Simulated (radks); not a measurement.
Neutral hydrogen inside a hard spherical wall (all orbitals vanish at R), configuration held at 1s1 and not refilled when levels cross. All-electron calculation, non-relativistic Kohn-Sham, PBE, spin-polarised, spherical densities, point nucleus; open shells are filled with parallel spins first. Program: a radial shooting solver on a logarithmic mesh with Libxc functionals. Eigenvalues in eV for spin up, with the zero of energy where the potential of the charges vanishes at infinity; a dash marks a level that is unbound or too diffuse for the functional's potential to be trusted. A positive occupied level is held by the wall or, in an anion where self-interaction has pushed it up, behind a barrier. The pressure on the wall is -dE/dV.

R (bohr)  E (hartree)  kinetic (hartree)   e(1s)  e(2s, empty)  e(2p, empty)  pressure (GPa)
free         -0.49999              0.495  -7.594             -             -               0
12           -0.49999              0.495  -7.594         0.481         0.762        < 0.0001
8            -0.49992              0.496  -7.584         2.005         1.829         0.00373
7            -0.49969              0.497  -7.558         3.159         2.547          0.0204
6            -0.49875              0.504  -7.473         5.237         3.763           0.113
2.5          -0.32535              0.987  -0.198        59.438        31.962             100
1.5           0.45636              2.345  25.385        194.53        101.20            1950
